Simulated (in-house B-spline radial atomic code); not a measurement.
Radial electron density of Ho, [Xe] 4f11 6s2. Level of theory: Dirac-Kohn-Sham BLYP, spherical fractional occupations, Fermi nucleus of rms radius 5.2022 fm; calculated with a B-spline radial code for spherical atoms.

Columns: r (bohr), 4πr²n(r) (electrons per bohr), bar.

```
0.000746    3.143 #
0.000938    4.572 ##
 0.00118    6.611 ##
 0.00148    9.431 ####
 0.00187    13.46 #####
 0.00235    18.81 #######
 0.00295     25.8 ##########
 0.00371    34.76 #############
 0.00467    45.67 #################
 0.00587    57.99 ######################
 0.00738    70.75 ##########################
 0.00928    82.21 ###############################
  0.0117    90.17 ##################################
  0.0147    92.57 ###################################
  0.0184    89.55 #################################
  0.0232     83.9 ###############################
  0.0292     81.9 ###############################
  0.0367    89.11 #################################
  0.0461    104.6 #######################################
   0.058      118 ############################################
  0.0729    116.5 ###########################################
  0.0917    101.1 ######################################
   0.115    90.81 ##################################
   0.145    98.92 #####################################
   0.182    106.8 ########################################
   0.229    88.38 #################################
   0.288     57.3 #####################
   0.362    48.37 ##################
   0.456    56.61 #####################
   0.573    51.84 ###################
   0.721    33.66 #############
   0.906    19.82 #######
    1.14    13.59 #####
    1.43    9.338 ###
     1.8    5.097 ##
    2.27    2.256 #
    2.85    1.114 
    3.58   0.7329 
     4.5   0.4721 
    5.66   0.2258 
    7.12  0.07154 
    8.96  0.01387 
    11.3 0.001485 
    14.2 8.378e-05
```

On this grid the curve has 4 maxima, near 0.0147, 0.058, 0.182, 0.456 bohr.

The 6s1/2 radial function P(r) = rR(r), positive near the nucleus, with its small component Q(r) (sign convention: Q ≈ (P' + κP/r)/2c):

```json
{"r (bohr)": "0.000299", "P": "0.00485", "Q": "-0.001209"}
{"r (bohr)": "0.000472", "P": "0.007148", "Q": "-0.001843"}
{"r (bohr)": "0.000746", "P": "0.01045", "Q": "-0.002747"}
{"r (bohr)": "0.00118", "P": "0.0151", "Q": "-0.004032"}
{"r (bohr)": "0.00187", "P": "0.02141", "Q": "-0.005827"}
{"r (bohr)": "0.00295", "P": "0.0293", "Q": "-0.008201"}
{"r (bohr)": "0.00467", "P": "0.03805", "Q": "-0.01117"}
{"r (bohr)": "0.00738", "P": "0.04485", "Q": "-0.01435"}
{"r (bohr)": "0.0117", "P": "0.04368", "Q": "-0.01678"}
{"r (bohr)": "0.0184", "P": "0.0256", "Q": "-0.01651"}
{"r (bohr)": "0.0292", "P": "-0.01611", "Q": "-0.01121"}
{"r (bohr)": "0.0461", "P": "-0.06351", "Q": "-0.0008543"}
{"r (bohr)": "0.0729", "P": "-0.05926", "Q": "0.008628"}
{"r (bohr)": "0.115", "P": "0.03808", "Q": "0.00711"}
{"r (bohr)": "0.182", "P": "0.1021", "Q": "-0.003663"}
{"r (bohr)": "0.288", "P": "-0.05015", "Q": "-0.005252"}
{"r (bohr)": "0.456", "P": "-0.1394", "Q": "0.003055"}
{"r (bohr)": "0.721", "P": "0.1282", "Q": "0.002738"}
{"r (bohr)": "1.14", "P": "0.2251", "Q": "-0.001958"}
{"r (bohr)": "1.8", "P": "-0.1582", "Q": "-0.001827"}
{"r (bohr)": "2.85", "P": "-0.5257", "Q": "0.0001911"}
{"r (bohr)": "4.5", "P": "-0.4737", "Q": "0.0008071"}
{"r (bohr)": "7.12", "P": "-0.188", "Q": "0.0003854"}
{"r (bohr)": "11.3", "P": "-0.02715", "Q": "5.71e-05"}
```
